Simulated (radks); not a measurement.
Task: Radial electron density D(r) = 4 pi r^2 rho(r) of an atom or ion with 41.75 electrons. Method: scalar-relativistic Kohn-Sham, SCAN, spin-polarised, spherical densities, finite nucleus; meta-GGA in the generalised Kohn-Sham scheme; Fermi nuclear charge, rms radius of each element as measured or else 0.836 A^(1/3) + 0.57 fm; computed with a radial shooting solver on a logarithmic mesh with Libxc functionals.

r (bohr)  D(r) (e/bohr)   spin D(r)
0.002861          5.254    0.000165
0.00333           6.746    0.000211
0.003846          8.497    0.000265
0.004442          10.63    0.000330
0.00513           13.20    0.000407
0.005924          16.24    0.000497
0.006897          19.99    0.000605
0.007965          24.04    0.000719
0.009199          28.53    0.000838
0.01062           33.32    0.000956
0.01237           38.49     0.00107
0.01428           43.21     0.00115
0.01649           47.39     0.00118
0.01905           50.66     0.00115
0.022             52.64     0.00105
0.02561           53.11    0.000848
0.02958           52.01    0.000592
0.03416           49.80    0.000312
0.03945           47.21   0.0000856
0.04593           45.23   0.0000110
0.05304           45.17    0.000199
0.06126           47.57    0.000692
0.07074           52.34     0.00143
0.0817            58.36     0.00219
0.09511           63.81     0.00259
0.1098            65.77     0.00218
0.1269            63.25    0.000799
0.1465            56.69    -0.00129
0.1706            48.18    -0.00333
0.197             42.28    -0.00402
0.2275            40.98    -0.00279
0.2627            44.08  -0.0000801
0.3034            48.55     0.00245
0.3532            50.07     0.00297
0.4079            45.71     0.00132
0.4711            36.41   -0.000336
0.5441            25.54    0.000833
0.6334            16.56     0.00594
0.7315            12.24      0.0106
0.8448            11.28     0.00921
0.9756            11.56   -0.000599
1.127             11.26     -0.0152
1.312             9.605     -0.0244
1.515             7.292     -0.0177
1.749             5.046      0.0102
2.02              3.335      0.0467
2.352             2.130      0.0809
2.716             1.416      0.0994
3.137            0.9472      0.0999
3.623            0.6136      0.0846
4.184            0.3690      0.0604
4.871            0.1913      0.0347
5.625           0.08885      0.0169
6.497           0.03492     0.00665
7.503           0.01133     0.00208
8.735          0.002730    0.000460
10.09         0.0005527   0.0000814

What is the nuclear charge?

Result: Z = 42. The innermost maximum, from 1s, lies near gamma/Z bohr with gamma = sqrt(1 - (Z/c)^2) = 0.952, here 0.0227 bohr (found: 0.0248), and its height grows with Z. The density is that of the molybdenum ion Mo0.25+ in [Kr] 4d(up 2.5, down 2.5) 5s(up 0.5, down 0.25); the configuration itself is not fixed sharply by these data, and Z only to a few units. D(r) has 4 maxima, at r = 0.0248, 0.109, 0.342, 1.02 bohr, and minima at 0.0498, 0.220, 0.838 bohr, inside which lie 2.04, 11.12, 29.21 electrons.
